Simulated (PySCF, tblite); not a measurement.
Isomers of C7H11P, one GFN2-xTB conformer each. Single-point energies are computed at PBE0/pcSseg-1 (PySCF, gas phase, no added dispersion term), electronic only.

```csv
SMILES,GFN2-xTB relative energy (kcal/mol)
C=CC1=C(C)PCC1,5.9
C=CC1=C(C)CPC1,3.8
CC1C=CP(C)C=C1,8.4
C=C/C=P/C1CCC1,27.8
C/C=C\P1CC=CC1,10.9
C#CCP(C)C1CC1,41.9
C=C/C(C)=P/C1CC1,32.5
P#CC1CCCCC1,0.0
CC(C)c1cc[pH]c1,1.3
```

Conformers: `[CH2:1]=[CH:2][C:3]1=[C:4]([CH3:5])[PH:6][CH2:7][CH2:8]1` with C1–C2–C3–C4 -171°, C3–C4–P6–C7 12°, C4–P6–C7–C8 -22°, P6–C7–C8–C3 27°, C2–C3–C8–C7 163°; `[CH2:1]=[CH:2][C:3]1=[C:4]([CH3:5])[CH2:6][PH:7][CH2:8]1` with C1–C2–C3–C4 -172°, C3–C4–C6–P7 17°, C4–C6–P7–C8 -22°, C6–P7–C8–C3 23°, C2–C3–C8–P7 164°; `[CH3:1][CH:2]1[CH:3]=[CH:4][P:5]([CH3:6])[CH:7]=[CH:8]1` with C1–C2–C3–C4 82°, C3–C4–P5–C6 134°, C4–P5–C7–C8 -34°, C1–C2–C8–C7 -82°; `[CH2:1]=[CH:2]/[CH:3]=[P:4]/[CH:5]1[CH2:6][CH2:7][CH2:8]1` with C1–C2–C3–P4 179°, C3–P4–C5–C6 53°, P4–C5–C6–C7 -132°, C5–C6–C7–C8 9°, C6–C7–C8–C5 -9°, P4–C5–C8–C7 133°; `[CH3:1]/[CH:2]=[CH:3]\[P:4]1[CH2:5][CH:6]=[CH:7][CH2:8]1` with C2–C3–P4–C5 -130°, C3–P4–C5–C6 -80°, P4–C5–C6–C7 -13°, C6–C7–C8–P4 13°, C3–P4–C8–C7 80°; `[CH:1]#[C:2][CH2:3][P:4]([CH3:5])[CH:6]1[CH2:7][CH2:8]1` with C2–C3–P4–C5 -70°, C3–P4–C6–C7 -94°; `[CH2:1]=[CH:2]/[C:3]([CH3:4])=[P:5]/[CH:6]1[CH2:7][CH2:8]1` with C1–C2–C3–C4 0°, C3–P5–C6–C7 84°; `[P:1]#[C:2][CH:3]1[CH2:4][CH2:5][CH2:6][CH2:7][CH2:8]1` with C2–C3–C4–C5 66°, C3–C4–C5–C6 58°, C4–C5–C6–C7 -58°, C5–C6–C7–C8 58°; `[CH3:1][CH:2]([CH3:3])[c:4]1[cH:5][cH:6][pH:7][cH:8]1` with C1–C2–C4–C5 62°.

Question: What does PBE0/pcSseg-1 give for the same structures?

Answer: 
```tsv
SMILES	PBE0/pcSseg-1 E (Eh)	PBE0/pcSseg-1 (kcal/mol)	GFN2-xTB (kcal/mol)	point group
CC(C)c1cc[pH]c1	-614.17528	0.0	1.3	–
C=CC1=C(C)CPC1	-614.17419	0.7	3.8	C1
P#CC1CCCCC1	-614.17164	2.3	0.0	Cs
C=CC1=C(C)PCC1	-614.17147	2.4	5.9	C1
CC1C=CP(C)C=C1	-614.16921	3.8	8.4	Cs
C/C=C\P1CC=CC1	-614.16716	5.1	10.9	near Cs
C=C/C(C)=P/C1CC1	-614.12904	29.0	32.5	C1
C=C/C=P/C1CCC1	-614.12623	30.8	27.8	near Cs
C#CCP(C)C1CC1	-614.10572	43.7	41.9	C1
```

GFN2-xTB puts P#CC1CCCCC1 lowest instead; measured from each level's own lowest isomer, the values differ by up to 5.8 kcal/mol (C/C=C\P1CC=CC1: 10.9 against 5.1). As drawn, the highest has a three-membered ring, which the lowest lacks. Neighbours under 2.5 kcal/mol apart (CC(C)c1cc[pH]c1 and C=CC1=C(C)CPC1; C=CC1=C(C)CPC1 and P#CC1CCCCC1; P#CC1CCCCC1 and C=CC1=C(C)PCC1; C=CC1=C(C)PCC1 and CC1C=CP(C)C=C1; others) can change places with a better method, another conformer or zero-point energy.

Question: Which frontier levels, dipoles and rotational constants go with these structures?

Answer: 
```csv
SMILES,"HOMO (eV, PBE0/pcSseg-1)",LUMO (eV),dipole (D),"A, B, C (MHz)"
CC(C)c1cc[pH]c1,-6.63,-1.01,1.24,"3794, 1017, 975.4"
C=CC1=C(C)CPC1,-6.31,-0.70,1.48,"2356, 1447, 928.4"
P#CC1CCCCC1,-7.35,-0.95,1.69,"2805, 1156, 1102"
C=CC1=C(C)PCC1,-6.27,-0.89,1.00,"2699, 1372, 939.8"
CC1C=CP(C)C=C1,-6.24,-0.01,1.09,"3300, 1359, 1196"
C/C=C\P1CC=CC1,-6.65,0.02,0.89,"3795, 1053, 1024"
C=C/C(C)=P/C1CC1,-6.30,-1.87,1.74,"4486, 906.9, 796.6"
C=C/C=P/C1CCC1,-6.41,-1.97,1.49,"3217, 940.3, 822.9"
C#CCP(C)C1CC1,-6.81,0.83,1.60,"3953, 940.8, 822.3"
```

Question: What happens when harmonic zero-point energies from GFN2-xTB frequencies are added?

Answer: 
| SMILES | ZPE (kcal/mol) | electronic (kcal/mol) | with ZPE (kcal/mol) |
| --- | --- | --- | --- |
| CC(C)c1cc[pH]c1 | 98.0 | 0.0 | 0.1 |
| C=CC1=C(C)CPC1 | 97.2 | 0.7 | 0.0 |
| P#CC1CCCCC1 | 102.8 | 2.3 | 7.2 |
| C=CC1=C(C)PCC1 | 97.4 | 2.4 | 1.9 |
| CC1C=CP(C)C=C1 | 98.4 | 3.8 | 4.3 |
| C/C=C\P1CC=CC1 | 97.9 | 5.1 | 5.1 |
| C=C/C(C)=P/C1CC1 | 98.3 | 29.0 | 29.4 |
| C=C/C=P/C1CCC1 | 99.3 | 30.8 | 32.2 |
| C#CCP(C)C1CC1 | 96.4 | 43.7 | 42.1 |

The zero-point energies span 6.4 kcal/mol. C=CC1=C(C)CPC1 becomes the lowest.
